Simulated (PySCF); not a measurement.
[TiBr6]3- by CASSCF and spin-orbit coupling

The complex [TiBr6]3- (charge -3) contains Ti(III), shell d1. The structure is a model geometry with rigid ligands and bond lengths from ionic radii, not a minimum; coordination octahedral, point group Oh, metal–donor distances 2.53 Å.

```
7

Ti    0.000    0.000    0.000
Br    1.789   -1.033    1.461
Br    0.000    2.066    1.461
Br   -1.789   -1.033    1.461
Br    1.789    1.033   -1.461
Br   -1.789    1.033   -1.461
Br    0.000   -2.066   -1.461
```

Method (PySCF 2.14, density fitting): CASSCF(1,5) with orbitals averaged over all microstates of the shell, strongly contracted NEVPT2 on the averaged canonical orbitals; basis x2c-TZVPall on the metal, x2c-SVPall elsewhere; spin-free X2C; IEF-PCM water; spin-orbit coupling by state interaction with the mean-field operator over all roots.

Spin-free states:

```json
{"2S+1": "2", "deg.": "3", "symmetry": "2T2g", "free-ion term": "2D 1.00", "CASSCF / cm⁻¹": "3", "NEVPT2 / cm⁻¹": "0", "f(ED)": "–"}
{"2S+1": "2", "deg.": "2", "symmetry": "2Eg", "free-ion term": "2D 1.00", "CASSCF / cm⁻¹": "11802", "NEVPT2 / cm⁻¹": "13650", "f(ED)": "0"}
```

Energies are counted from the ground state at NEVPT2 level. Weights follow the labels. f(ED) is the electric-dipole oscillator strength from the ground state at the fixed geometry, without vibronic coupling; occupations, where given, run over the ligand-field orbitals from the lowest.

## Ligand-field fit



| orbital | CASSCF / cm⁻¹ | NEVPT2 / cm⁻¹ | metal share | main function |
| --- | --- | --- | --- | --- |
| 1 | 0 | 0 | 0.96 | degenerate set |
| 2 | 2 | 2 | 0.96 | degenerate set |
| 3 | 6 | 6 | 0.96 | x2-y2 0.41 |
| 4 | 11799 | 13650 | 0.86 | yz 0.67 |
| 5 | 11806 | 13657 | 0.86 | xz 0.67 |

ζ = 74 cm⁻¹, against 152 for the free ion. Spin-orbit coupling on the heavy ligands mixes in, so a single ζ doesn't describe the levels.

## Spin-orbit levels

| E / cm⁻¹ | deg. | make-up | g (S′ = 1/2) |
| --- | --- | --- | --- |
| 0.0 | 4 | 1.00 2T2g | – |
| 259.2 | 2 | 1.00 2T2g | 1.91 1.98 2.01 |
| 13735.3 | 4 | 1.00 2Eg | – |

## Magnetism

Degenerate or low-lying orbital states mix with the ground state, so no spin-only Hamiltonian applies. The lowest spin-orbit level is 4-fold; the next lies at 259.2 cm⁻¹. μeff is 1.84 μB at 300 K and 0.40 μB at 10 K; the spin-only value is 1.73 μB.

```csv
T / K,χT / cm³ K mol⁻¹,μeff / μB
2,0.004,0.18
5,0.010,0.29
10,0.020,0.40
20,0.041,0.57
30,0.061,0.70
50,0.101,0.90
75,0.151,1.10
100,0.199,1.26
150,0.281,1.50
200,0.344,1.66
250,0.390,1.77
300,0.425,1.84
```

Powder magnetisation at 2 K: 0.00 μB at 0.5 T, 0.00 μB at 1 T, 0.01 μB at 2 T, 0.01 μB at 3 T, 0.02 μB at 5 T, 0.03 μB at 7 T.

Charge-transfer states lie outside this active space and may come lower than some of these levels. The ground state is orbitally degenerate in this regular structure, which would distort (Jahn–Teller), so its moment is that of the undistorted model. NEVPT2 lifts 2Eg from 11800 to 13650 cm⁻¹; on the d shell alone such lifts tend to overshoot. NEVPT2 on the d shell alone tends to put d–d bands too high for such charged or covalently bound ions.

The job took 100 s on one thread of Arm Neoverse V1 (shared host), with 240 basis functions and a peak of 0.83 GiB, launched as `OMP_NUM_THREADS=1 python lf_run.py task.json out`.
